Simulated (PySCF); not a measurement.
A side-by-side comparison of computed properties.

First species: C6H6N2Si.
Cartesian coordinates in Å at the GFN2-xTB level; atoms count from 1:
```
atom  x, y, z in Å
C1    -1.3869   -0.2883   -1.0604
C2    -0.2691   -1.1716   -0.4965
C3     0.0225   -2.2392   -1.4062
N4     0.2776   -3.0727   -2.1479
Si5    1.3564   -0.1851   -0.1736
C6     0.8741    1.0704    1.1028
C7     0.5444    1.8862    1.9378
C8     0.1747    2.8031    2.8774
N9    -0.1421    3.5739    3.6688
H10   -1.6243    0.5089   -0.3587
H11   -2.2881   -0.8742   -1.2366
H12   -1.0839    0.1602   -2.0045
H13   -0.6067   -1.6255    0.4425
H14    2.3811   -1.0606    0.3922
H15    1.7660    0.5223   -1.3864
```

Second species: C3H10FNSi2.
SMILES: `C=N[Si@@H]([SiH3])CCF`

Levels: PBE0/def2-SVPD for dipole moment, HOMO energy, LUMO energy, HOMO–LUMO gap, static isotropic polarisability and electronic spatial extent ⟨r²⟩ about the centre of nuclear charge; TDDFT PBE0/def2-SVPD for lowest singlet excitation; TDA PBE0/def2-SVPD for lowest triplet excitation (Tamm–Dancoff); GFN2-xTB for rotational constant A and rotational constant C. Geometries: GFN2-xTB. All species are isolated and taken at one optimised geometry, non-relativistic unless stated. Electronic properties by PySCF.

The conformers computed, where there is a choice (atom-mapped SMILES and torsion angles):
- `[CH3:1][C@@H:2]([C:3]#[N:4])[SiH2:5][C:6]#[C:7][C:8]#[N:9]`: C1–C2–Si5–C6 62°
- `[CH2:1]=[N:2][Si@@H:3]([SiH3:4])[CH2:5][CH2:6][F:7]`: C1–N2–Si3–Si4 107°, N2–Si3–C5–C6 -69°, Si3–C5–C6–F7 -64°

```json
{"property": "dipole moment", "column X": "0.48 D", "column Y": "2.63 D"}
{"property": "HOMO energy", "column X": "-8.89 eV", "column Y": "-7.08 eV"}
{"property": "LUMO energy", "column X": "-2.26 eV", "column Y": "-1.08 eV"}
{"property": "HOMO–LUMO gap", "column X": "6.63 eV", "column Y": "6.00 eV"}
{"property": "lowest singlet excitation", "column X": "4.89 eV", "column Y": "3.96 eV"}
{"property": "lowest triplet excitation (Tamm–Dancoff)", "column X": "3.93 eV", "column Y": "3.34 eV"}
{"property": "static isotropic polarisability", "column X": "108.9 au", "column Y": "103.1 au"}
{"property": "electronic spatial extent ⟨r²⟩ about the centre of nuclear charge", "column X": "2160 bohr²", "column Y": "1319 bohr²"}
{"property": "rotational constant A", "column X": "4.314 GHz", "column Y": "1.921 GHz"}
{"property": "rotational constant C", "column X": "0.475 GHz", "column Y": "0.951 GHz"}
```

(1) Which column belongs to which species?

(2) How does each property change from the first species to the second?

Answers

(1) Column X is the first species and column Y the second. The first has 15 atoms and 70 electrons, the second 17 and 72.

(2) dipole moment +2.15 D; HOMO energy +1.81 eV; LUMO energy +1.18 eV; HOMO–LUMO gap -0.63 eV; lowest singlet excitation -0.93 eV; lowest triplet excitation (Tamm–Dancoff) -0.59 eV; static isotropic polarisability -5.8 au; electronic spatial extent ⟨r²⟩ about the centre of nuclear charge -841 bohr²; rotational constant A -2.393 GHz; rotational constant C +0.476 GHz.

On the first: S1 lies 1.74 eV below the HOMO–LUMO gap; its leading configuration is HOMO−1→LUMO, weight 0.57, beside HOMO→LUMO+1, weight 0.30. The vertical singlet–triplet gap S1 − T1 is 0.96 eV (TDDFT singlet less Tamm–Dancoff triplet; S1: HOMO−1→LUMO, weight 0.57, beside HOMO→LUMO+1, weight 0.30; T1: HOMO−1→LUMO+1, weight 0.43, beside HOMO→LUMO, weight 0.33).

On the second: The principal polarisabilities are 90.0, 102.2 and 117.0 au; their mean is the isotropic value. The vertical singlet–triplet gap S1 − T1 is 0.62 eV (TDDFT singlet less Tamm–Dancoff triplet; S1: HOMO→LUMO, weight 0.98; T1: HOMO→LUMO, weight 0.96).
